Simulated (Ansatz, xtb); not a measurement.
**Isomers of CH3STe+ in order of energy**

7 gas-phase structures of CH3STe+, found in a search over its isomers (lower ones may exist). Each was relaxed with GFN2-xTB:

A. a singlet given by its coordinates
B. `C=[Te+]S`, a singlet
C. `C=[S+][TeH]`, a singlet
D. `C1S[TeH+]1`, a singlet
E. `C[S+]=[Te]`, a singlet
F. `C1[SH+][Te]1`, a singlet
G. `C[Te+]=S`, a singlet

A (Å):

```xyz
6

C     1.0549   -0.4921   -2.0769
S     2.7192   -0.4389   -2.2144
Te   -0.0173   -0.8553   -0.3709
H     0.4510   -0.3190   -2.9591
H     2.7989   -0.1720   -3.5332
H     1.3325   -1.0264    0.5275
```

Close contacts (Å): C1–S2 1.67, C1–Te3 2.05, C1–H4 1.08, S2–H5 1.35, Te3–H6 1.63.

Which do you expect lowest at r2SCAN-D4/def2-SVP, and how would the others follow?

Calculated order at r2SCAN-D4/def2-SVP: E (0.000), A (0.101), G (0.141), F (0.223), C (0.229), D (0.292), B (0.455) eV. Less than 1 kcal/mol parts A and G; F and C, so the order within those pairs means little.

Energies above the lowest of each column, in eV; the last columns are at PBE0-D3(BJ)/def2-SVP geometries and were run for some of them only (a dash: not run or not comparable):

```csv
structure,GFN2-xTB,HF/STO-3G,r2SCAN-D4/def2-SVP,PBE0-D3(BJ)/def2-SVP,CCSD(T)/def2-TZVPP
E,0.000,0.000,0.000,0.000,0.000
A,0.862,0.353,0.101,0.184,–
G,0.153,0.409,0.141,0.181,–
F,0.492,0.178,0.223,0.135,0.115
C,0.297,0.549,0.229,–,–
D,0.347,0.322,0.292,–,–
B,0.870,1.203,0.455,–,–
```

Every level run on E puts it lowest or level with the lowest. Flexible structures stand in one conformer each, not always the lowest. Frequencies (PBE0-D3(BJ)/def2-SVP) were run for E, F alone. Large T1 diagnostics make some coupled-cluster values less sure. Atoms past krypton carry core potentials in the def2 sets, without spin–orbit terms.

Over these structures GFN2-xTB departs from r2SCAN-D4/def2-SVP by 0.219 eV on average once a common shift is removed. A GFN2-xTB relaxation took about 0.041 s and the r2SCAN-D4/def2-SVP energy about 0.98 s on a shared host (Ansatz 0.2.0, xtb 6.7.1).
